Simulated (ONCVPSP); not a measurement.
I, ONCV: configuration errors across variants

ONCVPSP 4.0.1 input, shortened (lines: element, Z, core and valence counts, functional; n l f; lmax; l rc ep ncon nbas qcut; lloc lpopt rc5 dvloc0; l nproj debl; icmod fcfact rcfact), LDA (Perdew-Wang 92), scalar-relativistic:

```
  I 53.00    8    3  -001012      upf
    1    0    2.00
    2    0    2.00
    2    1    6.00
    3    0    2.00
    3    1    6.00
    3    2   10.00
    4    0    2.00
    4    1    6.00
    4    2   10.00
    5    0    2.00
    5    1    5.00
    2
    0    1.50    0.00    4    7    4.70
    1    2.20    0.00    5    8    3.50
    2    1.45    0.00    4    8    8.50
    4    5    1.10    0.00
    0    1    0.90
    1    3    0.90
    2    2    0.30
    2    0.45    0.80
```

In the d channel the program set the typed energies aside and used -1.850, 0.250 Ha.

All-electron excitation energies from the reference (eV): (1) 4d10 5s2 5p4 11.300; (2) 4d10 5s2 5p3 31.359; (3) 4d10 5s2 5p2 60.970; (4) 4d10 5s2 5p4.5 4.612.

A true bound ghost makes a file unfit for plane-wave use even where its test errors are small: the radial tests pick states by their node count and pass the ghost by.

Errors AE − PS in meV (a dash: test not solved or not reliable):

| change | (1) | (2) | (3) | (4) | bound ghosts | GHOST(+) flags above zero |
| --- | --- | --- | --- | --- | --- | --- |
| base | -2.2 | -1.6 | +8.7 | -1.1 | s, p | p |
| local potential polynomial inside 1.10 bohr (lpopt 5, dvloc0 -2.5 Ha) | -2.1 | -1.1 | +10 | -1.1 | s, p, d | p |
| local potential polynomial inside 1.10 bohr (lpopt 5, dvloc0 -0.5 Ha) | -2.2 | -1.5 | +9.1 | -1.1 | s, p | p |
| local potential polynomial inside 1.10 bohr (lpopt 5, dvloc0 2.5 Ha) | -2.3 | -2.1 | +6.9 | -1.2 | s, p | p |
| local potential polynomial inside 1.10 bohr (lpopt 5, dvloc0 4 Ha) | -2.3 | -2.4 | +5.8 | -1.2 | s, p | p |
| local potential polynomial inside 1.10 bohr (lpopt 5, dvloc0 6 Ha) | -2.4 | -3.0 | +3.8 | -1.2 | s, p | p |
| local potential polynomial inside 1.10 bohr (lpopt 5, dvloc0 8 Ha) | -2.6 | -4.1 | +0.2 | -1.2 | s, p | p |
| local potential polynomial inside 1.10 bohr (lpopt 5, dvloc0 9 Ha) | -2.8 | -5.3 | -3.6 | -1.3 | s, p | none |

**Question.** Give the same row for: local potential polynomial inside 1.10 bohr (lpopt 5, dvloc0 1 Ha).

**Answer.** -2.2, -1.8, +8.0, -1.2; bound ghosts: s, p; GHOST(+) flags above zero: p.
